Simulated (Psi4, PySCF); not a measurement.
Interaction energy of Cl2 ··· Cl2 (SMILES ClCl and ClCl). Monomers: optimised at B3LYP-D3(BJ) (def2-TZVP), held rigid. Orientation: a higher rigid-body minimum at GFN2-xTB (searched outside a hard wall at short contacts). The monomers approach along the line of their centres of mass (distance R); nothing else relaxes. The shortest distances reach bonding range, where SAPT0 and rigid monomers are unreliable.

Geometry at R = 4.14 Å (first 2 atoms: monomer A):
```
4

Cl     1.0067     0.0000     0.0000
Cl    -1.0067     0.0000     0.0000
Cl    -3.7174     0.3303     0.1464
Cl    -4.1047     1.9250     1.3131
```

- RKS-LDA (SVWN5)/6-31G* = restricted LDA (SVWN5)/6-31G*, spherical d, no counterpoise correction (PySCF)
- SAPT0/jun-cc-pVDZ, frozen core (Psi4)

Interaction energies in kJ/mol:

| R / Å | RKS-LDA (SVWN5)/6-31G* |
|---|---|
| 3.74 | 10.94 |
| 3.97 | -11.60 |
| 4.14 | -16.80 |
| 4.31 | -17.20 |
| 4.56 | -14.11 |
| 4.81 | -10.05 |
| 5.14 | -5.68 |
| 5.67 | -1.90 |
| 6.34 | -0.36 |
| 7.32 | 0.00 |
| 8.61 | 0.01 |

Problem. What does SAPT0/jun-cc-pVDZ give at the same points?

Solution. 3.74: 86.26; 3.97: 38.22; 4.14: 18.99; 4.31: 8.14; 4.56: 0.84; 4.81: -1.44; 5.14: -1.75; 5.67: -1.08; 6.34: -0.50; 7.32: -0.17; 8.61: -0.05 (kJ/mol).
